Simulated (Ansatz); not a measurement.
Bond stretch in GaB, lowest singlet found (which spin is the ground state isn't settled by this scan).

Computed with: RCCSDT = CCSDT on RHF/aug-cc-pVDZ, cores with 3d frozen (Ansatz, a quantum-chemistry and plane-wave program); RMP2 = MP2 on RHF/aug-cc-pVDZ, cores with 3d frozen run with Ansatz; RCCSDT(Q) = Ansatz with CCSDT(Q) on RHF/aug-cc-pVDZ, cores with 3d frozen; RCCSD = CCSD on RHF/aug-cc-pVDZ, cores with 3d frozen run with Ansatz; RCCSD(T) = CCSD(T) on RHF/aug-cc-pVDZ, cores with 3d frozen (Ansatz).

Energies are in kJ/mol, each relative to the lowest point of its own curve between 2.34 and 3.02 Å, where full CI is lowest.

```csv
R / Å,RCCSDT,RMP2,RCCSDT(Q),RCCSD,RCCSD(T)
2.34,4.1,4.8,3.5,5.1,5.3
2.45,0.0,0.0,0.0,0.0,0.2
2.58,0.3,1.1,0.6,0.2,0.0
2.79,8.2,12.2,8.5,8.9,7.8
3.02,21.8,31.5,22.2,24.4,21.7
3.30,40.1,58.5,40.2,45.5,40.3
3.65,60.3,91.8,60.2,70.3,60.7
4.04,76.6,124.3,76.3,92.3,76.4
4.50,—,154.3,—,—,—
5.16,—,180.9,—,—,—
```

A dash means that the run gave no value there, or that the column was ended at a point which the program doubted or which failed a test of continuity chosen for this set; such a test can also cut sound points.

The scan ran from 1.49 to 6.98 Å; beyond the distances shown full CI changes its symmetry label. The T1 diagnostic of CCSD on the restricted reference of RCCSDT, RMP2, RCCSDT(Q), RCCSD, RCCSD(T) exceeds 0.045 at 4.04 to 5.16 Å. The restricted form behind RMP2 keeps the bonding electrons paired and can't separate into open-shell fragments.
